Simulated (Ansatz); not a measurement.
Born–Oppenheimer molecular dynamics of AlFH$_{2}$O$_{2}$ (6 atoms, charge 0, multiplicity 1). It starts from a relaxed structure.

All numbers below come from RKS PBE0/cc-pVDZ (Ansatz).

- ensemble: NVE (velocity Verlet)
- time step: 0.25 fs
- steps asked: 250
- starting velocities drawn for: 700 K
- seed: 961142

First frame:

```xyz
6
Properties=species:S:1:pos:R:3
Al 0.044 -0.210 0.060
F -0.164 0.174 1.686
O 1.645 -0.308 -0.546
H 1.782 -0.528 -1.472
O -1.313 -0.494 -0.952
H -2.204 -0.433 -0.592
```

**Question.** How far do the bonds stretch over the last three quarters of this one trajectory? (Pairs bonded in most of those frames.)

**Answer.** 
| bond | mean (Å) | spread (Å) | shortest | longest |
| --- | --- | --- | --- | --- |
| Al1–F2 | 1.686 | 0.038 | 1.62 | 1.75 |
| Al1–O3 | 1.710 | 0.036 | 1.66 | 1.77 |
| Al1–O5 | 1.740 | 0.050 | 1.66 | 1.82 |
| O3–H4 | 0.964 | 0.015 | 0.94 | 0.99 |
| O5–H6 | 0.963 | 0.007 | 0.95 | 0.98 |

Mean temperature of the second half: 344 K. The conserved energy stayed within 0.035 meV per atom of its start (net change 0.027 meV per atom), so the integration is sound. Over the second half the temperature averaged 0.49 of the 700 K drawn at the start: a run that starts near a minimum puts about half its kinetic energy into the potential. A run of 0.062 ps of so small a system gives no equilibrium averages.

Run time: 5.1 min on 1 thread of Intel(R) Xeon(R) 6975P-C (Granite Rapids) (shared host), peak memory 0.13 GiB.
